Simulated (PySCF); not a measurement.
GeOBr, SMILES [O]=[Ge][Br], multiplicity 2. Atoms are numbered in the order given.

```xyz
3

Ge     0.3380    -0.9581     0.0000
O     -0.9170    -2.0499     0.0000
Br    -0.0994     1.3445     0.0000
```
Charge 0, spin multiplicity 2.

Coordinates come from a TPSSh-D3(BJ)/def2-TZVP optimisation.

Calculation: PBE0/def2-TZVPD (PySCF).

| Quantity | Result |
|---|---|
| total energy | -4725.77813 hartree |
| point group | Cs |
| α spin, highest occupied and lowest empty level | -8.06 and -2.68 eV |
| β spin, highest occupied and lowest empty level | -8.66 and -4.94 eV |
| dipole moment | 2.57 D |
| quadrupole, principal values (traceless, Buckingham form, about the centre of nuclear charge) | -10.55, 4.84, 5.71 D·Å |
| mean static polarisability | 60.5 bohr³ (8.96 Å³) |
| polarisability, principal values | 43.6, 54.4, 83.5 bohr³ |
| ⟨S²⟩ | 0.761 (pure state 0.75) |
